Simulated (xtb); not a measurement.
C₂H₄O₃Si, SMILES C#C[Si](O)(O)O. All values are semi-empirical tight-binding results from xtb (GFN2-xTB unless named), good for trends rather than for accurate numbers. The structure is a stationary point at GFN2-xTB. The structure was generated by enumeration, and PubChem lists no compound with its InChIKey, so it may never have been made. One conformer was computed; it need not be the lowest.

* **point group as xtb finds it**: C3
* **orbital gap**: 6.27 eV
* **dipole moment**: 0.75 D
* **zero-point energy**: 37.8 kcal/mol
* **G − E(el) at 298.15 K (modified RRHO)**: 18.2 kcal/mol
* **static polarisability (D4 model)**: 68.4 bohr³
* **solvation energy, GFN2-xTB/ALPB(water)**: -11.7 kcal/mol
* **solvation energy, GFN2-xTB/ALPB(methanol)**: -10.8 kcal/mol
